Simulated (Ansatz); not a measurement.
`N[Si](F)(F)F` + CH₃SH → `CS[Si](F)(F)F` + NH₃ at 298.15 K and 1 bar (ligand exchange at the Si–N bond).

Gas-phase electronic energies from Ansatz, PBE0-D4/def2-TZVP geometries. CCSD(T)/CBS is the MP2 limit (def2-TZVPP, def2-QZVPP) plus CCSD(T) − MP2 in def2-TZVPP, frozen cores. This one scheme is used for every species. One conformer a species, not always the lowest.

```tsv
species	CCSD(T)/CBS energy (Eh)	H − E (kJ/mol)	S (J/(mol·K))
`N[Si](F)(F)F`	-644.62042	111.9	326.7
CH₃SH	-438.22835	133.0	253.2
`CS[Si](F)(F)F`	-1026.33397	151.9	370.2
NH₃	-56.50880	100.5	192.4
```

H − E and S are ideal-gas, rigid-rotor, harmonic terms from PBE0-D4/def2-TZVP, for one conformer and one mirror image of each species. 1 Eh = 2625.50 kJ/mol, R = 8.31446 J/(mol·K).

Q: By hand: ΔE, ΔH, ΔS and ΔG.

A: ΔE = (-1026.33397) + (-56.50880) − (-644.62042) − (-438.22835) = 0.00600 Eh = 15.8 kJ/mol. Δ(H − E) = 151.9 + 100.5 − 111.9 − 133.0 = 7.5, so ΔH = 23.3 kJ/mol. ΔS = 370.2 + 192.4 − 326.7 − 253.2 = -17.3 J/(mol·K). ΔG = 23.3 − 298.15 × (-17.3)/1000 = 28.5 kJ/mol.

Q: By hand: the equilibrium constant, and the temperature at which ΔG would vanish if ΔH and ΔS stayed fixed.

A: log₁₀ K = −ΔG/(RT ln 10) = -5.0. ΔH and −TΔS have one sign here, so there is no such temperature.

ΔH outweighs TΔS. A doubt of 5 kJ/mol in ΔE shifts log₁₀ K by 0.9 here. Other conformers and mirror images would add mixing entropy, several J/(mol·K) or more a flexible species. Modes under 60 cm⁻¹, often nearly free rotors, make the harmonic entropy too high. These are equilibria of isolated gas molecules and say nothing of rates. Largest T1 diagnostic: 0.011 (customary marks: 0.02 for closed shells, 0.045 for open ones).
